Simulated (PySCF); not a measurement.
EPR parameters of C6H6FOS

C6H6FOS (doublet state).
Atom-mapped SMILES: `[CH2:1]=[C:2][C:3]1=[CH:4][S@@:5](=[O:6])[C@H:7]([F:8])[CH2:9]1` (hydrogens: H10, H11 on C1; H12 on C4; H13 on C7; H14, H15 on C9)

Method: UKS B3LYP, pcH-1 on C F H O S, non-relativistic, mean-field spin-orbit, GIAO (PySCF 2.14.0). One conformer (not necessarily the lowest) at the GFN2-xTB geometry, without solvent, vibrations or thermal averaging. Couplings are sensitive to structure, and on GFN2-xTB geometries they can be far from those on DFT ones. No stability test was run, so a lower SCF solution isn't excluded. ⟨S²⟩ is 0.774 where a pure state has 0.75.

```
g1, g2, g3 : 2.00176, 2.00209, 2.00224
g_iso      : 2.00203
Form of g  : rhombic: the two nearest values differ by 30 % of g3 − g1
⟨S²⟩       : 0.7737 (exact 0.7500)
```

Isotropic coupling and dipolar principal values T1 to T3, in MHz; ρ(0) is the spin density at the nucleus:

```
atom  isotope  a_iso  of which spin–orbit     T1     T2     T3  Mulliken spin population  ρ(0) (bohr⁻³)
  C1      13C  -38.6                  0.0   -9.5    2.7    6.8                     -0.10        -0.0343
  C2      13C   48.1                 -0.1  -51.1  -38.9   90.0                      0.58         0.0429
  C3      13C  -47.0                  0.0  -24.4    9.3   15.1                     -0.22        -0.0418
  C4      13C   65.6                  0.0  -51.6  -48.9  100.5                      0.64         0.0584
  S5      33S    4.6                  0.0   -2.2   -0.5    2.7                      0.00         0.0134
  O6      17O   -7.5                 -0.1  -18.1    7.8   10.4                      0.04         0.0123
  C7      13C   -2.1                  0.0   -0.8   -0.4    1.1                      0.00        -0.0019
  F8      19F   11.2                  0.0   -5.7   -4.5   10.1                      0.00         0.0027
  C9      13C    6.1                  0.0   -1.3    0.0    1.3                      0.01         0.0054
 H10       1H  111.0                  0.0   -3.1   -2.1    5.2                      0.05         0.0248
 H11       1H  109.2                  0.0   -3.2   -2.2    5.4                      0.05         0.0244
 H12       1H  -39.9                  0.0  -21.7   -2.0   23.7                     -0.03        -0.0089
 H13       1H    2.1                  0.0   -1.1   -0.7    1.9                      0.00         0.0005
 H14       1H   -9.2                  0.0   -2.1   -1.2    3.3                      0.00        -0.0021
 H15       1H  -17.6                  0.0   -2.4   -0.4    2.9                     -0.01        -0.0039
```

Largest spin populations (Mulliken): C4 (+0.64), C2 (+0.58), C3 (-0.22) and C1 (-0.10). The positive populations add up to 1.37 and the negative ones to -0.37, together 2S = 1. The angles at C4 add up to 360.0°, so it is planar; its axial dipolar tensor and the negative coupling of its proton fit spin in a p orbital normal to that plane.

The SMILES `C=[C]C1=C[S@@](=O)[C@H](F)C1` draws the unpaired electron on C2, whose computed spin population is only +0.58.

Axes: g1 points within 14° of the C3–C4 bond.

Under fast tumbling the dipolar parts average out, and these isotropic splittings remain (the largest six): 1 × 1H (H10, I = 1/2, 2 lines) with 3.96 mT, 1 × 1H (H11, I = 1/2, 2 lines) with 3.90 mT, 1 × 1H (H12, I = 1/2, 2 lines) with 1.42 mT, 1 × 1H (H15, I = 1/2, 2 lines) with 0.63 mT, 1 × 19F (F8, I = 1/2, 2 lines) with 0.40 mT and 1 × 1H (H14, I = 1/2, 2 lines) with 0.33 mT.

H10 and H11 aren't averaged: C1 is flat or nearly so (angle sum 360°), and its turn about the short C1–C2 bond (1.29 Å) is taken as slow.

The 13C coupling of C4 (65.6 MHz) shows only in satellite lines or after enrichment, since that isotope makes up about 1.07 % of natural carbon.

The 17O coupling of O6 (-7.5 MHz) shows only in satellite lines or after enrichment, since that isotope makes up about 0.038 % of natural oxygen.

The run took 91 s wall (with the writing of density and orbital grids) on AMD EPYC 7B13, one thread, on a shared host, and the process peaked at 0.97 GiB of memory.
